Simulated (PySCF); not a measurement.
Simulation results for CH$_{7}$NSi$_{2}$, CH$_{6}$AlBN, CH$_{7}$NOSi, CH$_{6}$N$_{2}$Si

Calculation on a computer-drawn molecule: the log of a Hartree-Fock and frozen-core CCSD(T) single point meant for a local Hartree-Fock minimum, with one planted fault or none, to be diagnosed. Offsets are logged minus clean, where the clean run is the same molecule without the fault. The reference is restricted for singlets and unrestricted otherwise, and also for a bond in bohr or an excited solution. Adding or removing an electron swaps singlet and doublet. The excited solution moves the top pair (singlet) or top alpha electron (doublet) to the lowest empty orbital. Highest occupied and lowest empty are orbital energies over both spins, largest force is the largest gradient component, triples share is (T) over the correlation energy, the T1 limit is 0.02 restricted and 0.045 unrestricted, electrons count all cores, a negative frequency is imaginary (commonest isotopes), and the dipole is about the centre of nuclear charge. Program: PySCF 2.14.0.

Common to all runs: meant multiplicity 1; meant basis cc-pV(D+d)Z; logged SCF converged yes; possible faults no fault, one electron removed, one electron added, multiplicity raised by two, geometry at a saddle point, SCF held on an excited solution, minimal basis STO-3G, one bond length entered in bohr, all coordinates scaled.

(1) CH$_{7}$NSi$_{2}$

Logged structure:
```xyz
11
CH7NSi2
C      1.9071     0.6342     0.5941
N      1.0730     0.2793    -0.5128
Si    -0.3777     0.5944    -1.0187
Si    -2.0004     1.9897     0.0019
H      2.2136    -0.2659     1.1357
H      1.4457     1.3170     1.3197
H      2.8264     1.1062     0.2342
H     -0.8184    -0.0362    -2.2778
H     -2.3721     3.0776    -0.9335
H     -1.4574     2.5688     1.2497
H     -3.2129     1.1936     0.3065
```

* meant charge: 0
* logged electrons: 48
* logged basis functions: 109
* logged spin squared: 2.0276
* logged highest occupied: -5.8998 eV
* logged lowest empty: 1.0614 eV
* logged largest force: 0.11932 hartree/bohr
* logged T1 diagnostic: 0.024442
* logged D1 diagnostic: 0.13298
* logged triples share: 0.028704
* logged CC converged: yes
* logged dipole magnitude: 2.1087 debye
* logged SCF stable within its kind: yes
* logged energy HF: -674.142 hartree
* logged energy CCSD(T): -674.69203 hartree
* planted fault: multiplicity raised by two
* HF energy offset from clean run: 43.52 kcal/mol
* CCSD(T) energy offset from clean run: 68.39 kcal/mol

Drawn bonds:
| atom | other atom | order |
| --- | --- | --- |
| 1 | 2 | 1 |
| 2 | 3 | 2 |
| 3 | 4 | 1 |
| 1 | 5 | 1 |
| 1 | 6 | 1 |
| 1 | 7 | 1 |
| 3 | 8 | 1 |
| 4 | 9 | 1 |
| 4 | 10 | 1 |
| 4 | 11 | 1 |

(2) CH$_{6}$AlBN

Logged structure:
```xyz
10
CH6AlBN
C     -1.7055     1.3770    -0.4609
N     -0.9041     1.7563     0.7295
B      0.3879     2.0276     0.7770
Al     2.5539     2.4851     0.8702
H     -2.1376     0.3943    -0.2947
H     -1.0621     1.3499    -1.3356
H     -2.4888     2.1155    -0.6065
H     -1.4253     1.8071     1.5940
H      3.0198     2.8477     2.3099
H      3.2429     2.3664    -0.5202
```

* meant charge: 1
* logged electrons: 37
* logged basis functions: 95
* logged spin squared: 0.7601
* logged highest occupied: -5.0048 eV
* logged lowest empty: 1.6482 eV
* logged largest force: 0.071877 hartree/bohr
* logged T1 diagnostic: 0.015517
* logged D1 diagnostic: 0.058062
* logged triples share: 0.028767
* logged CC converged: yes
* logged dipole magnitude: 6.6713 debye
* logged SCF stable within its kind: yes
* logged energy HF: -362.34615 hartree
* logged energy CCSD(T): -362.85584 hartree
* planted fault: one electron added
* HF energy offset from clean run: -103.8 kcal/mol
* CCSD(T) energy offset from clean run: -113.5 kcal/mol

Drawn bonds:
| atom | other atom | order |
| --- | --- | --- |
| 1 | 2 | 1 |
| 2 | 3 | 1 |
| 3 | 4 | 1 |
| 1 | 5 | 1 |
| 1 | 6 | 1 |
| 1 | 7 | 1 |
| 2 | 8 | 1 |
| 4 | 9 | 1 |
| 4 | 10 | 1 |

(3) CH$_{7}$NOSi

Logged structure:
```xyz
11
CH7NOSi
C     -0.4397    -0.8585    -1.6350
N      0.5138    -0.3995    -0.6432
Si     1.0600    -1.2862     0.7108
O     -0.1519    -1.5948     1.7873
H     -1.1598    -0.0756    -1.8877
H     -1.0072    -1.7021    -1.2392
H      0.0410    -1.1888    -2.5617
H      1.0416     0.4022    -0.9277
H      1.5588    -2.6356     0.3843
H      2.1335    -0.4576     1.3040
H     -0.6627    -0.8613     2.0960
```

* meant charge: 0
* logged electrons: 42
* logged basis functions: 100
* logged spin squared: 0
* logged highest occupied: -1.8944 eV
* logged lowest empty: -4.2175 eV
* logged largest force: 0.13519 hartree/bohr
* logged CC converged: no
* logged dipole magnitude: 2.9007 debye
* logged SCF stable within its kind: no
* logged energy HF: -459.6139 hartree
* planted fault: SCF held on an excited solution
* HF energy offset from clean run: 408.4 kcal/mol

Drawn bonds:
| atom | other atom | order |
| --- | --- | --- |
| 1 | 2 | 1 |
| 2 | 3 | 1 |
| 3 | 4 | 1 |
| 1 | 5 | 1 |
| 1 | 6 | 1 |
| 1 | 7 | 1 |
| 2 | 8 | 1 |
| 3 | 9 | 1 |
| 3 | 10 | 1 |
| 4 | 11 | 1 |

Notes: CCSD not converged.

(4) CH$_{6}$N$_{2}$Si

Logged structure:
```xyz
10
CH6N2Si
C     -2.2898     0.1252     2.0953
N     -1.5582    -0.3521     0.9315
Si    -0.1195    -1.2102     0.9422
N      0.6085    -1.5976     2.2747
H     -1.7532    -0.1629     2.9963
H     -2.3839     1.2137     2.0841
H     -3.2916    -0.3087     2.1379
H     -1.9822    -0.1309     0.0520
H      0.2370    -1.4724    -0.4659
H      1.4673    -2.1072     2.3356
```

- meant charge: 0
- logged electrons: 40
- logged basis functions: 95
- logged spin squared: 2.0291
- logged highest occupied: -4.5678 eV
- logged lowest empty: 0.97325 eV
- logged largest force: 0.167 hartree/bohr
- logged T1 diagnostic: 0.025633
- logged D1 diagnostic: 0.16189
- logged triples share: 0.027028
- logged CC converged: yes
- logged dipole magnitude: 0.40356 debye
- logged SCF stable within its kind: yes
- logged energy HF: -439.06398 hartree
- logged energy CCSD(T): -439.66316 hartree
- planted fault: multiplicity raised by two
- HF energy offset from clean run: 80.54 kcal/mol
- CCSD(T) energy offset from clean run: 103.9 kcal/mol

Drawn bonds:
| atom | other atom | order |
| --- | --- | --- |
| 1 | 2 | 1 |
| 2 | 3 | 1 |
| 3 | 4 | 2 |
| 1 | 5 | 1 |
| 1 | 6 | 1 |
| 1 | 7 | 1 |
| 2 | 8 | 1 |
| 3 | 9 | 1 |
| 4 | 10 | 1 |
